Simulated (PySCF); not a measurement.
Compound: C₇H₆ (charge +1 and doublet state).
Cartesian coordinates in Å at the GFN2-xTB level; atoms count from 1:
```xyz
13
C7H6 angstrom
C      3.2010   -0.1373   -0.1449
C      1.9916   -0.0717   -0.0943
C      0.6052    0.0220   -0.0358
C     -0.2756   -1.0598    0.1313
C     -1.6552   -0.5623    0.1441
C     -1.4845    0.9103   -0.0310
C     -0.1615    1.2230   -0.1315
H      4.2535   -0.1968   -0.1873
H      0.0135   -2.0923    0.2344
H     -2.1802   -0.8217    1.0721
H     -2.2672   -1.0174   -0.6448
H     -2.3075    1.6023   -0.0688
H      0.2625    2.2022   -0.2613
```

As a line formula: `[CH+]=[C]C1=CCC=C1` [radical] (charge +1).

Computed, not measured: UKS B3LYP, pcH-1 on C H, non-relativistic, mean-field spin-orbit, GIAO in PySCF. Isolated species at its GFN2-xTB geometry, gas phase. Couplings are sensitive to structure, and on GFN2-xTB geometries they can be far from those on DFT ones, by a factor of two or more for some ions and for spin on atoms past the first row. Stability of the SCF solution: not tested.

The Mulliken spin populations are largest on C4 (+0.56), C6 (+0.32) and C1 (+0.19). Three atoms exceed +0.15. The angles at C4 add up to 360.0°, so it is planar.

Task: McConnell's relation a(H) = Q·ρ ties the coupling of a proton on a planar π carbon to the spin population of that carbon. What Q do the computed values give?

Result: 
```csv
H,C,ρ(C),a(H) (G),a/ρ (G)
H9,C4,+0.563,-13.93,-24.7
H12,C6,+0.316,-7.98,-25.2
```

A least-squares line through the origin gives Q = -24.8 G with Mulliken populations. In McConnell's picture π spin on carbon polarises the C–H bond and leaves opposite spin at the proton, which makes Q negative, as found here.

Couplings in gauss use g_iso = 2.0028.

The SMILES draws the unpaired electron on C2; the largest computed Mulliken spin population is on C4 (0.56 against -0.02).
